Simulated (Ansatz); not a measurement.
C₂H₁₀Si₂, SMILES `CC([SiH3])[SiH3]`, one more setting.

```yaml
crystal:
  periodic: [false, false, false]
  atoms:
    - {symbol: C, position_ang: [-0.855315, 1.218996, -0.522857]}
    - {symbol: C, position_ang: [-0.386843, 0.003506, 0.288895]}
    - {symbol: Si, position_ang: [1.225034, 0.356884, 1.183012]}
    - {symbol: Si, position_ang: [-0.264195, -1.530541, -0.785413]}
    - {symbol: H, position_ang: [-0.972164, 2.105242, 0.107317]}
    - {symbol: H, position_ang: [-1.816522, 1.033385, -1.010593]}
    - {symbol: H, position_ang: [-0.136558, 1.471473, -1.307888]}
    - {symbol: H, position_ang: [-1.123747, -0.229052, 1.069636]}
    - {symbol: H, position_ang: [1.077101, 1.558632, 2.050710]}
    - {symbol: H, position_ang: [2.306617, 0.626971, 0.196263]}
    - {symbol: H, position_ang: [1.629706, -0.797257, 2.029898]}
    - {symbol: H, position_ang: [0.126341, -2.717892, 0.021297]}
    - {symbol: H, position_ang: [0.752280, -1.323979, -1.853337]}
    - {symbol: H, position_ang: [-1.574639, -1.805568, -1.438138]}
basis:
  gaussian: {orbitals: ANO-RCC-VTZP}
hamiltonian: {xc: {name: r2SCAN50}, pseudopotentials: {relativity: none}}
output: {forces: true}
```

```sh
$ ansatz run in.yaml --threads 4 --pin off --events-out ev --progress --plain --max-ram 10444MiB
```

Shortened log:

```
Functional definition: r2SCAN50
1882 factors; their error is unknown
mean field evaluation 1: about -17978.3701 eV, gradient 4.3e1 eV
mean field evaluation 2: about -17978.6615 eV, gradient 4.0e1 eV
mean field evaluation 4: about -17982.8429 eV, gradient 1.2e0 eV
mean field evaluation 8: about -17983.1919 eV, gradient 3.3e-1 eV
mean field evaluation 16: about -17983.1920 eV, gradient 1.7e-5 eV
mean field -17983.19199087 eV, -660.8701162191 hartree, gradient 1.7e-5 eV, S^2 0.000000; 0 other end points of the search recorded, 0 dependent functions left out
reference -17983.19200109 eV, -660.8701165945 hartree; 25, 25 occupied and 243, 243 virtual orbitals, 1882 factors
WARN: the results are in doubt because the basis set is contracted for relativity, which is off
Total energy: -17983.19200109 eV, -660.8701165945 hartree
Atom 0 at    -0.855315     1.218996    -0.522857 Å, force    -0.037199     0.095995    -0.063957 eV/Å
Atom 1 at    -0.386843     0.003506     0.288895 Å, force    -0.068298    -0.037828     0.088074 eV/Å
Atom 2 at     1.225034     0.356884     1.183012 Å, force    -0.003394     0.032955     0.007545 eV/Å
Atom 3 at    -0.264195    -1.530541    -0.785413 Å, force    -0.025530     0.004900    -0.022050 eV/Å
Atom 4 at    -0.972164     2.105242     0.107317 Å, force     0.037150    -0.278126    -0.189920 eV/Å
Atom 5 at    -1.816522     1.033385    -1.010593 Å, force     0.297161     0.051870     0.154330 eV/Å
Atom 6 at    -0.136558     1.471473    -1.307888 Å, force    -0.209865    -0.083602     0.238633 eV/Å
Atom 7 at    -1.123747    -0.229052     1.069636 Å, force     0.207587     0.078335    -0.232225 eV/Å
Atom 8 at     1.077101     1.558632     2.050710 Å, force     0.017853    -0.168687    -0.124283 eV/Å
Atom 9 at     2.306617     0.626971     0.196263 Å, force    -0.151443    -0.038612     0.129921 eV/Å
Atom 10 at     1.629706    -0.797257     2.029898 Å, force    -0.059178     0.155976    -0.120350 eV/Å
Atom 11 at     0.126341    -2.717892     0.021297 Å, force    -0.052065     0.167534    -0.107144 eV/Å
Atom 12 at     0.752280    -1.323979    -1.853337 Å, force    -0.136706    -0.023078     0.148744 eV/Å
Atom 13 at    -1.574639    -1.805568    -1.438138 Å, force     0.183925     0.042369     0.092681 eV/Å
Dipole moment:    -0.164801     0.106374     0.022675 e Å
In doubt: the basis set is contracted for relativity, which is off
```

It took 19 s on 4 threads of an Arm Neoverse V1 on a shared host, with 1.2 GiB of host memory at the peak.
